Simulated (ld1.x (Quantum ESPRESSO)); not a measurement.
# Before and after: RRKJ potential for V (Z = 23)

```json
{
  "Element": "V",
  "Generator": "ld1.x (Quantum ESPRESSO) 7.5",
  "Type": "norm-conserving RRKJ (Kleinman–Bylander form)",
  "Functional": "PBE",
  "Relativity": "scalar-relativistic",
  "Frozen core": "[Ne]",
  "Valence charge": "13",
  "Reference configuration": "3s2 3p6 3d3 4s1 4p0 (charge +1)",
  "Partial waves": "3s (bound): rc 1.15 bohr; 3d (bound): rc 2.40 bohr; 3p (bound): rc 1.25 bohr",
  "Local potential": "the p channel",
  "Core correction": "none"
}
```

Occupied shells without a wave of their own: 4s. They enter only through the test configuration that unscreens the potential.

Change: wave 3s (bound): rc 1.15 bohr becomes 3s (bound): rc 1.26 bohr.

Cutoffs: the cutoffs (Ry, on a coarse ladder) from which the occupation-weighted sum of valence levels, in a spherical-Bessel basis at the reference potential, stays within 10 and 1 mRy of its value at 400 Ry; they do not see the model core or the augmentation charge, which bear on the density cutoff. Errors are all-electron minus pseudo energies relative to the spin-unpolarised reference configuration.

Q: How do hardness, ghosts and transferability respond?

A: The potential gets softer (80 Ry and 120 Ry → 70 Ry and 100 Ry); of the 7 tests that both files solve, the error grows in 5 and shrinks in 2 by more than 15 % and 0.3 meV (median size 91.5 → 85.0 meV); the range in which the s phases agree narrows (upper end 4.4 → -0.8); neither file shows a bound ghost. A larger radius leaves more room for a smooth pseudo-wave, so fewer plane waves are needed.

| quantity | base | changed |
| --- | --- | --- |
| cutoff, loose | 80 Ry | 70 Ry |
| cutoff, tight | 120 Ry | 100 Ry |
| loose cutoff by channel (10 mRy a level) | s 70 Ry, d 30 Ry, p 40 Ry | s 55 Ry, d 30 Ry, p 40 Ry |
| bound ghosts | none | none |
| largest miss of a reference level, eV | 0.06 | 0.11 |
| error for 3s2 3p6 3d3 4s2 4p0, meV [ΔE -7.73 eV] | +46 | +85 |
| error for 3s2 3p6 3d3 4s0 4p0, meV [ΔE 14.30 eV] | -91 | -162 |
| error for 3s2 3p6 3d2 4s0 4p0, meV [ΔE 43.19 eV] | +150 | +42 |
| error for 3s2 3p6 3d3 4s1.5 4p0, meV [ΔE -4.64 eV] | +26 | +49 |
| error for 3s2 3p6 3d2 4s2 4p0, meV [ΔE 3.24 eV] | +411 | +480 |
| error for 3s2 3p5 3d3 4s2 4p0, meV [ΔE 43.21 eV] | -297 | -201 |
| error for 3s2 3p6 3d3.5 4s1.5 4p0, meV [ΔE -7.68 eV] | +29 | +46 |
| s: phases at 2.61 bohr within 0.05 rad from the reference energy up to (Ry; the scan ends near 5) | 4.4 | -0.8 |
| p: phases at 2.61 bohr within 0.05 rad from the reference energy up to (Ry; the scan ends near 5) | to the end of the scan | to the end of the scan |
| d: phases at 2.61 bohr within 0.05 rad from the reference energy up to (Ry; the scan ends near 5) | 0.2 | 0.2 |

Base: The 4s level has no wave, so the channel is fitted at the deeper level alone: the likely source of the large errors. Changed file: The 4s level has no wave, so the channel is fitted at the deeper level alone: the likely source of the large errors.
